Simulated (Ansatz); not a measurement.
F2Mg, charge -1, doublet, at a GFN2-xTB geometry (such geometries of metal compounds can be far from the true shape) (a state made from the parent by changing its charge; the spin is typed, not shown lowest) (a gas-phase anion, which may not be bound at this level); HF/cc-pVDZ run with Ansatz (a program for electronic structure).

Here is a job for Ansatz.
Ansatz 0.2 input:
```yaml
crystal:
  periodic: [false, false, false]
  atoms:
    - {symbol: Mg, position_ang: [0.00000000, 0.00000000, 0.00000000]}
    - {symbol: F, position_ang: [0.00000000, 0.00000000, 1.79816197]}
    - {symbol: F, position_ang: [-0.00000000, -0.00000000, -1.79816197]}
basis:
  gaussian:
    orbitals: cc-pVDZ
hamiltonian:
  xc: hf
total_charge: -1
magnetization: {spin_polarized: true, initial_magnetization: 1}
accuracy: high
```

The log (banner, timings and long lists left out):

```
Functional definition: HF
868 factors; integrals over basis functions are off by at most 3.1e-9 eV
mean field evaluation 1: about -10846.0131 eV, gradient 7.1e0 eV
mean field evaluation 2: about -10846.0533 eV, gradient 7.2e0 eV
mean field evaluation 4: about -10846.5579 eV, gradient 1.3e0 eV
mean field evaluation 8: about -10846.5811 eV, gradient 5.3e-2 eV
mean field evaluation 16: about -10844.0961 eV, gradient 1.2e1 eV
mean field evaluation 32: about -10844.0968 eV, gradient 1.2e1 eV
mean field -10846.58115228 eV, -398.6045052695 hartree, gradient 1.4e-8 eV, S^2 0.752633; 0 other end points of the search recorded, 0 dependent functions left out
reference -10846.58115228 eV, -398.6045052695 hartree; 16, 15 occupied and 30, 31 virtual orbitals, 868 factors
Total energy: -10846.58115228 eV, -398.6045052695 hartree
```
